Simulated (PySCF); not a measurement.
C₅H₇O₂, doublet, at a GFN2-xTB geometry of the parent state (the spin is typed, not shown lowest); DF-HF/def2-SV(P) (PySCF).

Here is a job for PySCF.
```python
from pyscf import gto, scf

mol = gto.Mole()
mol.atom = '''
    C     2.533114    0.469340    0.315377
    C     1.235217   -0.287259   -0.073214
    O     1.352484   -1.415002   -0.564172
    C     0.070106    0.447527    0.199846
    C    -1.267587    0.080629   -0.019059
    C    -2.275345    1.176137    0.419421
    O    -1.724950   -0.962650   -0.497584
    H     3.399270   -0.147562    0.081307
    H     2.533744    0.695163    1.381333
    H     2.603309    1.406508   -0.236028
    H     0.223966    1.429695    0.638440
    H    -2.165861    1.385959    1.483022
    H    -3.291438    0.835907    0.226079
    H    -2.096297    2.097304   -0.134339
'''
mol.basis = 'def2-sv(p)'
mol.charge = 0
mol.spin = 1
mol.verbose = 4
mol.build()

mf = scf.ROHF(mol)
mf = mf.density_fit(auxbasis='def2-universal-jkfit')
mf.kernel()
mf.analyze()
```

Question: What does PySCF print? Leave out banner, timings and long lists.

Answer: 
```
PySCF version 2.14.0

[INPUT] verbose = 4
[INPUT] num. atoms = 14
[INPUT] num. electrons = 53
[INPUT] charge = 0
[INPUT] spin (= nelec alpha-beta = 2S) = 1
[INPUT] symmetry False subgroup None
[INPUT] Mole.unit = angstrom
[INPUT] Symbol           X                Y                Z      unit          X                Y                Z       unit  Magmom
[...]
nuclear repulsion = 280.306415204544
number of shells = 56
number of NR pGTOs = 196
number of NR cGTOs = 112
basis = def2-sv(p)
ecp = {}

******** <class 'pyscf.df.df_jk.DFROHF'> ********
method = DFROHF
initial guess = minao
damping factor = 0
level_shift factor = 0
DIIS = <class 'pyscf.scf.diis.CDIIS'>
diis_start_cycle = 1
diis_space = 8
diis_damp = 0
SCF conv_tol = 1e-09
SCF conv_tol_grad = None
SCF max_cycles = 50
direct_scf = False
num. doubly occ = 26  num. singly occ = 1
Set gradient conv threshold to 3.16228e-05
******** <class 'pyscf.df.df.DF'> ********
auxbasis = def2-universal-jkfit
init E= -344.022348093461
[...]
cycle= 1 E= -342.466911064161  delta_E= 1.56  |g|= 1.09  |ddm|= 2.67
[...]
cycle= 2 E= -342.190023274862  delta_E= 0.277  |g|= 1.51  |ddm|= 2.15
[...]
cycle= 3 E= -342.766671667719  delta_E= -0.577  |g|= 0.275  |ddm|= 1.65
[...]
cycle= 4 E= -342.789968205452  delta_E= -0.0233  |g|= 0.0768  |ddm|= 0.218
[...]
cycle= 5 E= -342.792945787967  delta_E= -0.00298  |g|= 0.0228  |ddm|= 0.104
[...]
cycle= 6 E= -342.793451486465  delta_E= -0.000506  |g|= 0.0103  |ddm|= 0.0721
[...]
cycle= 7 E= -342.793507477233  delta_E= -5.6e-05  |g|= 0.00357  |ddm|= 0.0289
[...]
cycle= 8 E= -342.793511516368  delta_E= -4.04e-06  |g|= 0.000994  |ddm|= 0.00766
[...]
cycle= 9 E= -342.793511961336  delta_E= -4.45e-07  |g|= 0.000283  |ddm|= 0.00157
[...]
cycle= 10 E= -342.793512013257  delta_E= -5.19e-08  |g|= 6.37e-05  |ddm|= 0.000522
[...]
cycle= 11 E= -342.793512017475  delta_E= -4.22e-09  |g|= 1.64e-05  |ddm|= 0.000128
[...]
cycle= 12 E= -342.793512017824  delta_E= -3.48e-10  |g|= 4.61e-06  |ddm|= 3.73e-05
[...]
Extra cycle  E= -342.793512017842  delta_E= -1.82e-11  |g|= 2.28e-06  |ddm|= 8.31e-06
converged SCF energy = -342.793512017842
**** SCF Summaries ****
Total Energy =                        -342.793512017841749
Nuclear Repulsion Energy =             280.306415204544464
One-electron Energy =                -1022.137270475710693
Two-electron Energy =                  399.037343253324480
Two-electron Coulomb Energy =          443.839007216629795
DFT Exchange-Correlation Energy =      -44.801663963305316
HOMO-LUMO gap [eV] =                     9.340658299092397
**** MO energy ****
                Roothaan           | alpha              | beta
[...]
 ** Mulliken pop on meta-lowdin orthogonal AOs  **
 ** Mulliken pop  **
 ** Mulliken atomic charges  **
charge of    0C =     -0.26022
charge of    1C =      0.39705
charge of    2O =     -0.43786
charge of    3C =     -0.05057
charge of    4C =      0.39705
charge of    5C =     -0.26022
charge of    6O =     -0.43787
charge of    7H =      0.10254
charge of    8H =      0.08580
charge of    9H =      0.08580
charge of   10H =      0.10435
charge of   11H =      0.08580
charge of   12H =      0.10254
charge of   13H =      0.08580
Dipole moment(X, Y, Z, Debye):  0.85829,  5.47896,  2.44666
```
